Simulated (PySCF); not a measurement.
# Au⁷²⁺: ionisation energy

Au⁷²⁺ [He] 2s2 2p3 (4S) → Au⁷³⁺ [He] 2s2 2p2 (3P), as a difference of total energies. Computed with PySCF 2.14 in an uncontracted even-tempered set (18 s from 54 bohr⁻², ratio 2.2; 13 p from 70 bohr⁻², ratio 2.2; 5 d from 260 bohr⁻², ratio 2.4; 5 f from 390 bohr⁻², ratio 2.4; 4 g from 580 bohr⁻², ratio 2.4), with scalar relativity by spin-free X2C-1e. Correlated levels: nothing frozen; virtual orbitals above 40 to 60 times the deepest correlated orbital energy dropped. The calculations carry no spin-orbit coupling.

| method | ionisation energy (eV) |
| --- | --- |
| UHF | 19822.7 |
| PBE0 | 19817.9 |
| r2SCAN | 19823.3 |
| BP86 | 19817.8 |
| B97-3 | 19816.6 |
| MP2 (all electrons) | 19823.0 |
| SCS-MP2 (all electrons) | 19822.5 |

**Question.** Estimate what PBE gives.

**Answer.** 19815.8 eV, closest to B97-3 among the rows shown.

**Question.** Estimate what LDA gives.

**Answer.** 19812.9 eV, closest to B97-3 among the rows shown.

Spin-orbit coupling is strong in these open shells (close to jj coupling). The scalar numbers leave it out and a first-order estimate fails, so it can dominate the gap to the real levels.

For this ion Breit and QED terms and the two-electron picture change, all absent here, outweigh the differences among the correlated methods.

For comparison: 19150 ± 70 eV (theoretical estimate listed by NIST; NIST Atomic Spectra Database, ionization energies).
